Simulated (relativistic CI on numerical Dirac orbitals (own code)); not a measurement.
## Spin-allowed bands of a d3 ion in a tetrahedral site, by hand

Problem. Take Δ = 4800 cm⁻¹ and B = 900 cm⁻¹ for a d3 ion in a tetrahedral site. Calculate the three spin-allowed bands.

Working.
1. The terms of highest spin are 4F (energy 0) and 4P (15B = 13500 cm⁻¹). Here the F term splits into A2 at +1.2Δ = 5760, T2 at +0.2Δ = 960 and T1 at −0.6Δ = -2880 cm⁻¹.
2. The two T1 states mix through the element 0.4Δ: H = [[-2880, 1920], [1920, 13500]], with roots ½(H₁₁ + H₂₂) ∓ ½√[(H₂₂ − H₁₁)² + 4H₁₂²] = ½(10620) ∓ ½(16824) = -3102 and 13722 cm⁻¹.
3. The ground term is 4T1 at -3102 cm⁻¹.
4. Bands: 4T2 4062 cm⁻¹ (2462 nm), 4A2 8862 cm⁻¹ (1128 nm), 4T1(P) 16824 cm⁻¹ (594 nm).

Check. Exact diagonalisation of the whole d3 shell with these parameters gives 4T2 4062, 4A2 8862, 4T1 16824 cm⁻¹. The match is exact, since without spin-orbit coupling no other term has this spin. The ratio of the second band to the first, 2.182, depends on Δ/B = 5.3 alone, which is how a Tanabe-Sugano diagram is read.
